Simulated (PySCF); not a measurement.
NbCl4, SMILES [Nb]([Cl])([Cl])([Cl])[Cl] (connectivity only; charge and spin as stated), neutral, multiplicity 2.

Coordinates come from a PBE-D3(BJ)/def2-SVP optimisation. The spin state was assumed, not searched. The isomer is the one that the SMILES or the coordinates give; other isomers of the formula were not compared. The def2 effective core potentials stand for the cores of Nb; spin–orbit coupling is left out.

All values below come from PBE/def2-TZVP in PySCF.

```yaml
total_energy: -1897.36297 hartree
point_group: D2d
"α spin, highest occupied and lowest empty level": -4.90 and -4.60 eV
"β spin, highest occupied and lowest empty level": -8.30 and -4.27 eV
dipole_moment: 0.00 D
quadrupole, principal values (traceless, Buckingham form, about the centre of nuclear charge): -0.30, -0.30, 0.60 D·Å
mean_static_polarisability: 97.8 bohr³ (14.50 Å³)
polarisability_principal_values: 91.2, 101.1, 101.1 bohr³
"⟨S²⟩": 0.753 (pure state 0.75)
```
